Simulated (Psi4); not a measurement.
BrSn, charge +1, singlet, at a GFN2-xTB geometry (such geometries of metal compounds can be far from the true shape) (all electrons, no relativity), with bond 2-1 at 1.3 times its length.

Here is a job for Psi4.
```
memory 2 GB

molecule {
1 1
Sn   -0.00000000   -0.00000000   -1.02177704
Br    0.00000000    0.00000000    2.20411904
}

set {
  basis 3-21g
  scf_type pk
}

energy('scf')
print_variables()
```

Task: What is the computed total energy (HF/3-21G (Psi4 1.11))?

Result: -8556.4731 Eh

Task: What number of basis functions does HF/3-21G give?

Result: 56

Task: What nuclear repulsion energy does HF/3-21G give?

Result: 287.0707 Eh
